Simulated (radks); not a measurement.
The oxygen anion O2-, [Ne], held by a Watson sphere: a shell of charge +2 at radius R that stands for the Madelung well of a crystal (potential energy -2/R inside, -2/r outside, in hartree with lengths in bohr). Calculated with a radial shooting solver on a logarithmic mesh with Libxc functionals: scalar-relativistic Kohn-Sham, r2SCAN, spin-polarised, spherical densities, finite nucleus; meta-GGA in the generalised Kohn-Sham scheme; Fermi nuclear charge, rms radius of each element as measured or else 0.836 A^(1/3) + 0.57 fm.

| R (bohr) | e(1s) (eV) | e(2s) (eV) | e(2p) (eV) | <r> 2p (bohr) | sum of <r^2> (bohr^2) | X-ray form factor at sin(theta)/lambda = 0.3 1/angstrom |
|---|---|---|---|---|---|---|
| 1.58 | -513.79 | -25.601 | -9.763 | 1.375 | 18.37 | 4.338 |
| 2.04 | -513.98 | -23.190 | -7.900 | 1.489 | 21.52 | 4.145 |
| 2.16 | -513.93 | -22.666 | -7.466 | 1.516 | 22.33 | 4.117 |
| 2.26 | -513.87 | -22.260 | -7.122 | 1.538 | 23.00 | 4.099 |
| 2.35 | -513.79 | -21.917 | -6.827 | 1.557 | 23.60 | 4.086 |
| 2.42 | -513.73 | -21.665 | -6.606 | 1.571 | 24.07 | 4.077 |
| 2.44 | -513.71 | -21.595 | -6.544 | 1.575 | 24.20 | 4.075 |
| 2.5 | -513.65 | -21.391 | -6.362 | 1.588 | 24.60 | 4.069 |
| 3.4 | -512.67 | -19.150 | -4.225 | 1.755 | 30.80 | 4.043 |
